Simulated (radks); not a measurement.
The numbers below are computed, except where a source is named.
These are the eigenvalues of the occupied orbitals of an atom or ion with whole-number occupations (eV). Level of theory: scalar-relativistic Kohn-Sham, exchange-only LDA, spin-polarised, spherical densities, point nucleus (a radial shooting solver on a logarithmic mesh with Libxc functionals).

orbital  eigenvalue
1s down   -89033.74
1s up     -89033.71
2s up     -16715.99
2s down   -16715.50
2p up     -14478.48
2p down   -14478.09
3s up     -4740.593
3s down   -4731.881
3p up     -4098.626
3p down   -4089.757
3d up     -3445.080
3d down   -3438.135
4s up     -1755.440
4s down   -1742.490
4p up     -1535.616
4p down   -1523.287
4d up     -1286.058
4d down   -1273.924
4f up     -1019.386

Which element is it, and in what charge state? The configuration may be excited. Open shells, if any, are filled with parallel spins first.

Answer. Z = 82, lead, charge +29: Pb29+ in [Kr] 4d10 4f7. The list shows which subshells hold electrons but not how many an open one holds; the 1s level, -3271.9 hartree, gives Z - s = 80.9 by -(Z - s)^2/2, which with screening and relativity narrows Z to a few neighbours, and the depths of the outer levels then fix element, charge and occupations together.
